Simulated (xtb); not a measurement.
ClSn (SMILES [Cl][Sn+]), charge +1, singlet, from a rough starting geometry (GFN-xTB shapes and energies of metal compounds can be far from the true ones); xtb 6.7.1 with GFN2-xTB.

Here is a job for xtb.
```
$ xtb mol.xyz --gfn 2 --chrg 1 --opt vtight --json

# file mol.xyz
2

Sn    -0.71777471    -0.73606808    -0.65830940
Cl     0.67780007     0.70561483     0.62851883
```

What the program printed (banner, timings and long lists left out):

```
   ID    Z sym.   atoms
    1   50 Sn     1
    2   17 Cl     2

           -------------------------------------------------
          |                Calculation Setup                |
           -------------------------------------------------

           -------------------------------------------------
          |                 G F N 2 - x T B                 |
           -------------------------------------------------

          ...................................................
          :                      SETUP                      :
          :.................................................:
          :  # basis functions                  20          :
          :  # atomic orbitals                  18          :
          :  # shells                            6          :
          :  # electrons                        10          :
          :  max. iterations                   250          :
          :  Hamiltonian                  GFN2-xTB          :
          :  restarted?                      false          :
          :  GBSA solvation                  false          :
          :  PC potential                    false          :
          :  electronic temp.          300.0000000     K    :
          :  accuracy                    1.0000000          :
          :  -> integral cutoff          0.2500000E+02      :
          :  -> integral neglect         0.1000000E-07      :
          :  -> SCF convergence          0.1000000E-05 Eh   :
          :  -> wf. convergence          0.1000000E-03 e    :
          :  Broyden damping             0.4000000          :
          :  net charge                          1          :
          :  unpaired electrons                  0          :
          ...................................................

 iter      E             dE          RMSdq      gap      omega  full diag
   1      0.1183510  0.118351E+00  0.149E+02    0.65       0.0  T
   2     -3.2463114 -0.336466E+01  0.757E+01    1.01       1.0  T
   3     -6.0074082 -0.276110E+01  0.266E+01    8.30       1.0  T
   4     -6.1715149 -0.164107E+00  0.106E+01    6.08       1.0  T
   5     -6.2636779 -0.921629E-01  0.277E+01    3.74       1.0  T
   6     -5.9526955  0.310982E+00  0.779E+01    9.64       1.0  T
   7     -6.2463194 -0.293624E+00  0.192E+01    5.37       1.0  T
   8     -6.2858619 -0.395425E-01  0.150E+00    4.43       1.0  T
   9     -6.2830034  0.285847E-02  0.222E+00    4.28       1.0  T
[...]
         :: total energy              -6.285145071155 Eh    ::
 * total energy  :    -6.2851451 Eh     change       -0.1119105E-12 Eh
 * total energy  :    -6.2780433 Eh     change        0.7101748E-02 Eh
 * total energy  :    -6.2867938 Eh     change       -0.8750491E-02 Eh
 * total energy  :    -6.2868293 Eh     change       -0.3550783E-04 Eh
 * total energy  :    -6.2868314 Eh     change       -0.2089165E-05 Eh
 * total energy  :    -6.2868322 Eh     change       -0.8293877E-06 Eh
 * total energy  :    -6.2868322 Eh     change       -0.5110579E-11 Eh
   *** GEOMETRY OPTIMIZATION CONVERGED AFTER 7 ITERATIONS ***
         :: total energy              -6.286832240806 Eh    ::
[...]
        11                         -0.4086253             -11.1193
        12                         -0.4086253             -11.1193
        13                         -0.1988282              -5.4104
        14                         -0.1985354              -5.4024
        15                         -0.1985354              -5.4024
        16                         -0.1961673              -5.3380
       ...                                ...                  ...
        18                          0.0365254               0.9939
      -------------------------------------------------------------
                  HL-Gap            0.1706653 Eh            4.6440 eV
             Fermi-level           -0.5860859 Eh          -15.9482 eV

     #   Z          covCN         q      C6AA      α(0)
     1  50 Sn       0.809     0.745   465.707    47.400
     2  17 Cl       0.809     0.255    91.783    14.656

 Mol. C6AA /au·bohr⁶  :        952.245561
 Mol. C8AA /au·bohr⁸  :      90847.612677
 Mol. α(0) /au        :         62.055702

Wiberg/Mayer (AO) data.
largest (>0.10) Wiberg bond orders for each atom

 ---------------------------------------------------------------------------
     #   Z sym  total        # sym  WBO       # sym  WBO       # sym  WBO
 ---------------------------------------------------------------------------
     1  50 Sn   2.043 --     2 Cl   2.043
     2  17 Cl   2.043 --     1 Sn   2.043
 ---------------------------------------------------------------------------

Topologies differ in total number of bonds
Writing topology from bond orders to xtbtopo.mol

molecular dipole:
                 x           y           z       tot (Debye)
 q only:       -0.661      -0.672      -0.603
   full:       -1.593      -1.635      -1.462       6.890
molecular quadrupole (traceless):
                xx          xy          yy          xz          yz          zz
 q only:        0.080       2.567       0.226       2.294       2.360      -0.306
  q+dip:        0.202       6.560       0.580       5.861       6.033      -0.782
   full:        0.078       1.910       0.154       1.711       1.745      -0.232

optimized geometry written to: xtbopt.xyz

           -------------------------------------------------
          | TOTAL ENERGY               -6.286832240806 Eh   |
          | GRADIENT NORM               0.000000183260 Eh/α |
          | HOMO-LUMO GAP               4.644039371689 eV   |
           -------------------------------------------------
```
